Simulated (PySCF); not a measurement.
**Mayer bond orders and bond lengths**

Compound: C5H5N2P.
SMILES with atom numbers: `[CH3:1][n:2]1[cH:3][p:4][c:5]([C:6]#[N:7])[cH:8]1` (hydrogens: H9, H10, H11 on C1; H12 on C3; H13 on C8)

Structure used (GFN2-xTB), in Å, numbered top down from 1:
```
atom  x, y, z in Å
C1    -1.8658   -0.5932   -0.2909
N2    -0.6166    0.0491    0.0214
C3    -0.5278    1.3071    0.5161
P4     1.0744    1.8677    0.7633
C5     1.6384    0.2953    0.1502
C6     2.9815   -0.0772    0.0388
N7     4.0864   -0.3778   -0.0469
C8     0.5835   -0.5208   -0.1900
H9    -1.7832   -1.6672   -0.1260
H10   -2.1381   -0.4186   -1.3354
H11   -2.6535   -0.1940    0.3464
H12   -1.4343    1.8493    0.7197
H13    0.6509   -1.5192   -0.5843
```

Bond orders from the PBE0/pcSseg-1 density (PySCF). Isolated species at its GFN2-xTB geometry, gas phase.

Problem. Where do the orders between heavy atoms depart from those drawn in the SMILES?

Solution. The largest departure is 0.349, at C8–N2 (drawn aromatic, 1.151), counting aromatic bonds as 1.5. The bonds drawn aromatic range from 1.15 to 1.45.

Problem. Give the Mayer order of every bond, beside its length.

Solution. 
```
  bond  drawn as  length (Å)  Mayer order
 C1–N2    single       1.439        0.907
 N2–C3  aromatic       1.355        1.184
 C3–P4  aromatic       1.715        1.451
 P4–C5  aromatic       1.779        1.158
 C5–C6    single       1.398        1.069
 C6–N7    triple       1.148        3.029
 C5–C8  aromatic       1.376        1.415
 C8–N2  aromatic       1.345        1.151
 C1–H9    single       1.090        0.960
C1–H10    single       1.093        0.958
C1–H11    single       1.089        0.960
C3–H12    single       1.076        0.951
C8–H13    single       1.076        0.966
```

By pair of heavy elements: C–N: lowest C1–N2 (0.907, 1.439 Å), highest C6–N7 (3.029, 1.148 Å); in 1 of the 6 pairs the longer bond (by over 0.003 Å) has the higher order (by 0.02 or more). C–P: lowest P4–C5 (1.158, 1.779 Å), highest C3–P4 (1.451, 1.715 Å). C–C: lowest C5–C6 (1.069, 1.398 Å), highest C5–C8 (1.415, 1.376 Å).

Problem. Sum the orders of all bonds at each heavy atom with more than one neighbour and set the sums beside the valence in the SMILES.

Solution. C1 3.785 (drawn 4), N2 3.242 (drawn 3), C3 3.586 (drawn 4), P4 2.609 (drawn 3), C5 3.642 (drawn 4), C6 4.098 (drawn 4), C8 3.532 (drawn 4). Orders between atoms that aren't bonded are not in these sums.

The Mayer order sums products of elements of PS (density times overlap matrix) between the two atoms' basis functions, so it depends on the basis set.
